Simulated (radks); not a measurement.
Problem. The tellurium ion Te12+, configuration [Kr] 4d4 (the NIST ground configuration). Method: scalar-relativistic Kohn-Sham, SCAN, spin-polarised, spherical densities, finite nucleus; open shells are filled with parallel spins first (spin-orbit coupling, left out, can overturn this in heavy ions); meta-GGA in the generalised Kohn-Sham scheme; Fermi nuclear charge, rms radius 4.7423 fm; computed with a radial shooting solver on a logarithmic mesh with Libxc functionals. Some entries of the table are withheld. Estimate them.

orbital  occ.  eigenvalue (eV)  <r> (bohr)  <r^2> (bohr^2)
1s up       1        -31936.36     0.02781        0.001048
1s down     1        -31936.30     0.02781        0.001048
2s up       1        -5129.850      0.1197         0.01691
2s down     1        -5128.077      0.1197         0.01691
2p up       3        -4627.298      0.1047         0.01339
2p down     3        -4625.804      0.1047         0.01339
3s up       1        -1223.327      0.3205          0.1174
3s down     1        -1222.529      0.3205          0.1173
3p up       3              (1)      0.3187          0.1178
3p down     3              (2)      0.3186          0.1177
3d up       5        -811.7962         (3)          0.1031
3d down     5        -810.0014         (4)          0.1029
4s up       1        -397.6277      0.7316          0.6008
4s down     1        -389.8629      0.7313          0.6010
4p up       3        -343.1708      0.7677          0.6654
4p down     3        -335.3948      0.7679          0.6664
4d up       4        -261.4277      0.8284             (5)

Solution. 
(1) 3p up eigenvalue (eV): -1058.676
(2) 3p down eigenvalue (eV): -1057.649
(3) 3d up <r> (bohr): 0.2951
(4) 3d down <r> (bohr): 0.2950
(5) 4d up <r^2> (bohr^2): 0.7847
